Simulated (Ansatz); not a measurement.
Reaction (cleavage of the P–Si bond): `F[SiH]([SiH3])P` + `N[SiH2]F` → `F[SiH2]NP` + `F[SiH2][SiH3]`

Program: Ansatz. Geometries: PBE0-D4/def2-TZVP. ΔE: electronic, gas phase. CCSD(T)/CBS adds triple-zeta CCSD(T) − MP2 to the extrapolated MP2 energy (def2 sets, frozen cores). Functionals use def2-TZVPP. B3LYP here is the variant with VWN-RPA as its local correlation; programs differ in this. HSE06 is defined as in plane-wave codes. Each species was taken in one conformer, which may not be the lowest.

`F[SiH]([SiH3])P`:

Z-matrix (Å, degrees):
```
Si
Si 1 2.341
P 1 2.251 2 113.7
F 1 1.609 2 108.9 3 120.5
H 1 1.488 2 111.7 3 -120.9
H 2 1.487 1 112.3 3 -178.5
H 2 1.487 1 109.4 3 -56.9
H 2 1.488 1 107.9 3 61.3
H 3 1.423 1 90.8 2 -63.0
H 3 1.421 1 94.7 2 30.5
```

`N[SiH2]F`:

```xyz
7

N     0.425    0.866    0.410
Si   -0.201   -0.514   -0.353
F    -1.226   -1.365    0.541
H    -0.112    1.712    0.504
H     1.157    0.808    1.098
H     0.923   -1.426   -0.658
H    -0.966   -0.080   -1.542
```

`F[SiH2]NP`:

```xyz
9

F     0.166   -0.279   -2.147
Si    0.269    0.714   -0.896
N     0.634   -0.109    0.555
P    -0.409   -1.092    1.499
H     1.366    1.665   -1.185
H    -1.061    1.347   -0.769
H     1.594   -0.157    0.857
H    -1.525   -0.216    1.600
H    -1.032   -1.874    0.486
```

`F[SiH2][SiH3]`:

```xyz
8

F     0.990   -1.855   -0.849
Si    0.492   -0.971    0.396
Si   -0.508    1.001   -0.379
H    -0.469   -1.791    1.178
H     1.677   -0.677    1.244
H     0.463    1.812   -1.159
H    -0.958    1.789    0.801
H    -1.686    0.693   -1.232
```

```json
{"level": "LDA (SPW92)", "ΔE (kJ/mol)": "59.2", "difference from CCSD(T)/CBS": "10.7"}
{"level": "PBE-D4", "ΔE (kJ/mol)": "60.2", "difference from CCSD(T)/CBS": "11.7"}
{"level": "revPBE-D4", "ΔE (kJ/mol)": "57.6", "difference from CCSD(T)/CBS": "9.1"}
{"level": "BLYP-D4", "ΔE (kJ/mol)": "48.0", "difference from CCSD(T)/CBS": "-0.5"}
{"level": "r2SCAN-D4", "ΔE (kJ/mol)": "56.0", "difference from CCSD(T)/CBS": "7.5"}
{"level": "B97M-V", "ΔE (kJ/mol)": "57.4", "difference from CCSD(T)/CBS": "8.9"}
{"level": "PBE0-D4", "ΔE (kJ/mol)": "56.6", "difference from CCSD(T)/CBS": "8.1"}
{"level": "B3LYP-D4", "ΔE (kJ/mol)": "46.2", "difference from CCSD(T)/CBS": "-2.3"}
{"level": "r2SCANh-D4", "ΔE (kJ/mol)": "55.0", "difference from CCSD(T)/CBS": "6.5"}
{"level": "r2SCAN0-D4", "ΔE (kJ/mol)": "53.4", "difference from CCSD(T)/CBS": "4.9"}
{"level": "HSE06-D4", "ΔE (kJ/mol)": "56.7", "difference from CCSD(T)/CBS": "8.2"}
{"level": "BHLYP-D4", "ΔE (kJ/mol)": "41.2", "difference from CCSD(T)/CBS": "-7.3"}
{"level": "CAM-B3LYP-D4", "ΔE (kJ/mol)": "41.7", "difference from CCSD(T)/CBS": "-6.8"}
{"level": "ωB97X-V", "ΔE (kJ/mol)": "44.7", "difference from CCSD(T)/CBS": "-3.8"}
{"level": "B2PLYP", "ΔE (kJ/mol)": "44.6", "difference from CCSD(T)/CBS": "-3.9"}
{"level": "PBE-QIDH", "ΔE (kJ/mol)": "50.5", "difference from CCSD(T)/CBS": "2.0"}
{"level": "PBE", "ΔE (kJ/mol)": "59.5", "difference from CCSD(T)/CBS": "11.0"}
{"level": "revPBE", "ΔE (kJ/mol)": "59.2", "difference from CCSD(T)/CBS": "10.7"}
{"level": "BLYP", "ΔE (kJ/mol)": "47.2", "difference from CCSD(T)/CBS": "-1.3"}
{"level": "r2SCAN", "ΔE (kJ/mol)": "55.7", "difference from CCSD(T)/CBS": "7.2"}
{"level": "B3LYP", "ΔE (kJ/mol)": "45.1", "difference from CCSD(T)/CBS": "-3.4"}
{"level": "r2SCAN0", "ΔE (kJ/mol)": "53.0", "difference from CCSD(T)/CBS": "4.5"}
{"level": "HSE06", "ΔE (kJ/mol)": "55.9", "difference from CCSD(T)/CBS": "7.4"}
{"level": "BHLYP", "ΔE (kJ/mol)": "39.2", "difference from CCSD(T)/CBS": "-9.3"}
{"level": "CAM-B3LYP", "ΔE (kJ/mol)": "40.7", "difference from CCSD(T)/CBS": "-7.8"}
{"level": "LC-ωPBE", "ΔE (kJ/mol)": "49.3", "difference from CCSD(T)/CBS": "0.8"}
{"level": "HF/def2-SVP", "ΔE (kJ/mol)": "29.8", "difference from CCSD(T)/CBS": "-18.7"}
{"level": "CCSD/def2-SVP", "ΔE (kJ/mol)": "40.4", "difference from CCSD(T)/CBS": "-8.1"}
{"level": "CCSD(T)/def2-SVP", "ΔE (kJ/mol)": "41.8", "difference from CCSD(T)/CBS": "-6.7"}
{"level": "HF/def2-TZVPP", "ΔE (kJ/mol)": "28.0", "difference from CCSD(T)/CBS": "-20.5"}
{"level": "MP2/def2-TZVPP", "ΔE (kJ/mol)": "46.1", "difference from CCSD(T)/CBS": "-2.4"}
{"level": "SCS-MP2/def2-TZVPP", "ΔE (kJ/mol)": "38.9", "difference from CCSD(T)/CBS": "-9.6"}
{"level": "CCSD/def2-TZVPP", "ΔE (kJ/mol)": "43.0", "difference from CCSD(T)/CBS": "-5.5"}
{"level": "CCSD(T)/def2-TZVPP", "ΔE (kJ/mol)": "45.9", "difference from CCSD(T)/CBS": "-2.6"}
{"level": "HF/def2-QZVPP", "ΔE (kJ/mol)": "26.6", "difference from CCSD(T)/CBS": "-21.9"}
{"level": "MP2/def2-QZVPP", "ΔE (kJ/mol)": "47.1", "difference from CCSD(T)/CBS": "-1.4"}
{"level": "SCS-MP2/def2-QZVPP", "ΔE (kJ/mol)": "40.1", "difference from CCSD(T)/CBS": "-8.4"}
{"level": "HF/CBS(def2)", "ΔE (kJ/mol)": "26.4", "difference from CCSD(T)/CBS": "-22.1"}
{"level": "MP2/CBS(def2)", "ΔE (kJ/mol)": "48.6", "difference from CCSD(T)/CBS": "0.1"}
{"level": "CCSD/CBS(def2)", "ΔE (kJ/mol)": "45.6", "difference from CCSD(T)/CBS": "-2.9"}
{"level": "CCSD(T)/CBS", "ΔE (kJ/mol)": "48.5", "difference from CCSD(T)/CBS": "0"}
```

Q: What do rigid-rotor, harmonic-oscillator terms from PBE0-D4/def2-TZVP frequencies (298.15 K, 1 bar) make of the CCSD(T)/CBS value? (An estimate is asked.)

A: Computed: ΔZPE = -3.1 kJ/mol, ΔH = +43.9 kJ/mol, ΔS = -3 J/(mol·K), ΔG = +44.7 kJ/mol.

Largest T1 diagnostic among the species: 0.014.

In def2-TZVPP, CCSD(T) changes the Hartree–Fock value by +17.9 kJ/mol (the triples alone add +2.9 kJ/mol) and MP2 by +18.1 kJ/mol. At CCSD(T), def2-SVP lies −6.7 kJ/mol from the extrapolated value and def2-TZVPP −2.6 kJ/mol. From PBE to PBE0 (25 % exact exchange), in def2-TZVPP and without D4, ΔE moves by −3.7 kJ/mol.
